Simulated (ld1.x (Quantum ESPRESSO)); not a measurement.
**Varying the TM potential for cadmium**

Base potential:

```
Element                 : cadmium
Generator               : ld1.x (Quantum ESPRESSO) 7.5
Type                    : norm-conserving Troullier–Martins (Kleinman–Bylander form)
Functional              : PW91
Relativity              : scalar-relativistic
Frozen core             : [Kr]
Valence charge          : 12
Reference configuration : 4d10 5s1.5 5p0 (charge +0.5)
Partial waves           : 5s (bound): rc 2.35 bohr; 5p (bound, empty): rc 2.65 bohr; 4d (bound): rc 1.90 bohr
Local potential         : all-electron potential smoothed inside 1.50 bohr (lloc = -1)
Core correction         : Bessel-smoothed model core, default radius (core density twice the valence density)
```

All-electron outer shells of the reference configuration (PW91, scalar-relativistic, ld1.x):

```json
{"shell": "4p", "level (eV)": "-71.28", "outermost node (bohr)": "0.43", "outermost maximum (bohr)": "0.84"}
{"shell": "4d", "level (eV)": "-16.02", "outermost node (bohr)": "0.42", "outermost maximum (bohr)": "0.98"}
{"shell": "5s", "level (eV)": "-9.31", "outermost node (bohr)": "1.06", "outermost maximum (bohr)": "2.29"}
{"shell": "5p", "level (eV)": "-4.17", "outermost node (bohr)": "1.19", "outermost maximum (bohr)": "3.02"}
```

Cutoffs, loose and tight: the cutoffs (Ry, on a coarse ladder) from which the occupation-weighted sum of valence levels, in a spherical-Bessel basis at the reference potential, stays within 10 and 1 mRy of its value at 400 Ry. They do not see the model core or the augmentation charge, which bear on the density cutoff. Test errors are all-electron minus pseudo excitation energies from the reference, over the configurations 4d10 5s2 5p0; 4d10 5s1 5p0; 4d10 5s0 5p0; 4d9 5s0 5p0; 4d10 5s0 5p2; 4d9 5s2 5p0; 4d10 5s1 5p1. A dash means not determined; rows that change the core or the reference have their own tests. The largest error is taken over the tests solved by every variant that gives reliable tests at all: 4d10 5s0 5p0; 4d10 5s1 5p0; 4d10 5s1 5p1; 4d10 5s2 5p0; 4d9 5s0 5p0; 4d9 5s2 5p0.

A true bound ghost makes a file unfit for plane-wave use even where its test errors are small: the radial tests pick states by their node count and pass the ghost by. Where a test does run into it, the solver fails or the error is huge.

The default core radius of the base comes out at 0.73 bohr.

On the changes marked as counting shells twice: ld1.x takes every shell without a wave as core, so the model core holds the marked electrons as well and exchange and correlation see them twice. This cancels in the reference configuration, but the file is broken for other ones, and its errors say nothing about a proper core correction.

```tsv
change	outcome	cutoff, loose	cutoff, tight	bound ghosts	largest test error (meV)
base	generated	60 Ry	90 Ry	s, p	-95
wave 5p (bound): rc 2.65 bohr becomes 5p (bound): rc 3.64 bohr	generated	60 Ry	90 Ry	s, p	-95
all radii but the core radius scaled by about 1.18 (s 2.78, p 3.12, d 2.24 bohr); local potential all-electron potential smoothed inside 1.78 bohr (lloc = -1)	generated	50 Ry	90 Ry	s	-177
core correction Bessel-smoothed model core inside 1.40 bohr	generated	60 Ry	90 Ry	s, p	-95
core [Ar] 3d10, valence charge 20; reference 4s2 4p6 4d10 5s0.5 5p0; waves now 4p (bound): rc 1.25 bohr; 4d (bound): rc 1.30 bohr; 4s (bound): rc 0.90 bohr; local potential the s channel; core correction a·sin(br)/r model core inside 0.55 bohr (5s counted twice)	generated	160 Ry	300 Ry	none	+204
```

(1) What comes out with this change to the base: local potential the s channel?

(2) What comes out with this change to the base: reference 4d10 5s1.5 5p0.5?

## Answers

(1) outcome: generated; cutoff, loose: 60 Ry; cutoff, tight: 100 Ry; bound ghosts: none; largest test error (meV): -234.

(2) outcome: generated; cutoff, loose: 60 Ry; cutoff, tight: 90 Ry; bound ghosts: s, p; largest test error (meV): -375 over the solved tests; 3 of 7 tests not solved or not reliable.
